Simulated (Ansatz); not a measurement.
Total energies of CH₆O₂Si, SMILES `OC(O)[SiH3]`.

```xyz
10

O    -1.097    1.024    0.625
C    -0.185    0.548   -0.330
O    -0.833   -0.021   -1.443
Si    0.959   -0.703    0.551
H    -1.642    1.702    0.210
H     0.401    1.372   -0.757
H    -1.327   -0.791   -1.140
H     1.554   -0.130    1.784
H     2.037   -1.105   -0.388
H     0.133   -1.896    0.887
```

Charge 0, multiplicity 1. The structure was optimised at the PBE0-D4/def2-TZVP level. It is one conformer, not always the lowest. Basis def2-TZVPP, Ansatz.

RPA on PBE orbitals: Hartree–Fock energy of these orbitals -480.03934 Eh, correlation -1.27914 Eh (frozen core).

```json
{"functional": "B97M-V", "energy without D4 (Eh)": "-481.60362", "D4 term (kJ/mol)": "–"}
{"functional": "LC-ωPBE", "energy without D4 (Eh)": "-481.52998", "D4 term (kJ/mol)": "–"}
```

**Question.** Give the same for LDA (SPW92), PBE, revPBE, BLYP, r2SCAN, PBE0, B3LYP, r2SCANh, r2SCAN0, HSE06 (plane-wave form), BHLYP, CAM-B3LYP, ωB97X-V, ωB97M-V, B2PLYP, PBE-QIDH. (Estimate.)

**Answer.** Ansatz gave: 
```json
{"functional": "LDA (SPW92)", "energy without D4 (Eh)": "-479.09898", "D4 term (kJ/mol)": "–"}
{"functional": "PBE", "energy without D4 (Eh)": "-481.36113", "D4 term (kJ/mol)": "-16.2"}
{"functional": "revPBE", "energy without D4 (Eh)": "-481.60536", "D4 term (kJ/mol)": "-53.7"}
{"functional": "BLYP", "energy without D4 (Eh)": "-481.67564", "D4 term (kJ/mol)": "-36.4"}
{"functional": "r2SCAN", "energy without D4 (Eh)": "-481.60120", "D4 term (kJ/mol)": "-3.9"}
{"functional": "PBE0", "energy without D4 (Eh)": "-481.39550", "D4 term (kJ/mol)": "-13.5"}
{"functional": "B3LYP", "energy without D4 (Eh)": "-481.75582", "D4 term (kJ/mol)": "-26.1"}
{"functional": "r2SCANh", "energy without D4 (Eh)": "-481.58846", "D4 term (kJ/mol)": "-4.1"}
{"functional": "r2SCAN0", "energy without D4 (Eh)": "-481.57044", "D4 term (kJ/mol)": "-4.5"}
{"functional": "HSE06 (plane-wave form)", "energy without D4 (Eh)": "-481.37960", "D4 term (kJ/mol)": "-12.5"}
{"functional": "BHLYP", "energy without D4 (Eh)": "-481.62685", "D4 term (kJ/mol)": "-18.8"}
{"functional": "CAM-B3LYP", "energy without D4 (Eh)": "-481.66586", "D4 term (kJ/mol)": "-13.5"}
{"functional": "ωB97X-V", "energy without D4 (Eh)": "-481.62091", "D4 term (kJ/mol)": "–"}
{"functional": "ωB97M-V", "energy without D4 (Eh)": "-481.63390", "D4 term (kJ/mol)": "–"}
{"functional": "B2PLYP", "energy without D4 (Eh)": "-481.47083", "D4 term (kJ/mol)": "–"}
{"functional": "PBE-QIDH", "energy without D4 (Eh)": "-481.28467", "D4 term (kJ/mol)": "–"}
```

B3LYP takes the VWN-RPA correlation (the form of Gaussian; ORCA's B3LYP/G). HSE06 is the plane-wave form, built on full-range PBE exchange. The double hybrids freeze the cores in their second-order part.

LC-ωPBE has ω = 0.4 bohr⁻¹.
